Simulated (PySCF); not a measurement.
C₃H₇ClSi₂.
Numbering: `[Cl:1][C@@H:2]1[CH:3]=[CH:4][SiH2:5][SiH2:6]1`

Probes without a nucleus sit at each ring's centroid and 1 Å off its mean plane on both sides; NICS is minus the shielding there, NICSzz its component along the normal. Level: GIAO PBE0/pcSseg-1 (PySCF, non-relativistic, gas phase) on the GFN2-xTB geometry, one conformer.

Ring bond lengths (Å), with Mayer bond orders in brackets: C2–C3 1.491 (1.01), C3–C4 1.330 (1.90), C4–Si5 1.889 (0.88), Si5–Si6 2.310 (0.92), Si6–C2 1.935 (0.79).

Give the NICS values of each ring in ppm.

| ring | type | NICS(0) | NICS(1), two faces | NICS(1)zz, two faces | rms pucker (Å) | centre to ring atoms, mean (Å) |
| --- | --- | --- | --- | --- | --- | --- |
| C2–C3–C4–Si5–Si6 | 5-membered ring with 2 Si; formal bonds 1 double, 4 single | -2.1 | -2.6 / -4.0 | 0.2 / -3.1 | 0.06 | 1.50 |

What can be read from them?

- C2–C3–C4–Si5–Si6: mean NICS(1)zz -1.4 ppm, near zero. C2, Si5, Si6 have four or more neighbours, and the NICS criterion for π rings isn't applied. The two faces differ by 3.3 ppm, so no symmetry operation interchanges them.

What field does 1 T along the ring normal induce along that normal at the first NICS(1) probe listed for ring C2–C3–C4–Si5–Si6, 1 Å off the ring?

NICSzz × B0 = 0.2 ppm × 1 T = 0 μT.

List the ring angles and the Hirshfeld charges of the ring atoms.

- C2–C3–C4–Si5–Si6: C2 111.9° (-0.078 e), C3 123.1° (-0.044 e), C4 119.0° (-0.136 e), Si5 91.8° (+0.243 e), Si6 92.9° (+0.238 e); sum 538.7° against 540° for a flat convex ring.

How shielded are the nuclei of the rings and their hydrogens (means over atoms taken as equivalent)?

```json
{"atoms": "C2", "environment": "sp3 C–Cl carbon", "σ isotropic (ppm)": "133.9"}
{"atoms": "C3", "environment": "alkene CH carbon", "σ isotropic (ppm)": "25.6"}
{"atoms": "C4", "environment": "alkene CH carbon", "σ isotropic (ppm)": "50.4"}
{"atoms": "Si5", "environment": "SiH2 silicon", "σ isotropic (ppm)": "422.8"}
{"atoms": "Si6", "environment": "SiH2 silicon", "σ isotropic (ppm)": "407.6"}
{"atoms": "H on C2", "environment": "methine hydrogen", "σ isotropic (ppm)": "27.15"}
{"atoms": "H on C3", "environment": "vinylic hydrogen", "σ isotropic (ppm)": "24.56"}
{"atoms": "H on C4", "environment": "vinylic hydrogen", "σ isotropic (ppm)": "25.25"}
{"atoms": "H on Si5", "environment": "Si–H hydrogen", "σ isotropic (ppm)": "27.23"}
{"atoms": "H on Si5", "environment": "Si–H hydrogen", "σ isotropic (ppm)": "27.51"}
{"atoms": "H on Si6", "environment": "Si–H hydrogen", "σ isotropic (ppm)": "27.37"}
{"atoms": "H on Si6", "environment": "Si–H hydrogen", "σ isotropic (ppm)": "27.62"}
```
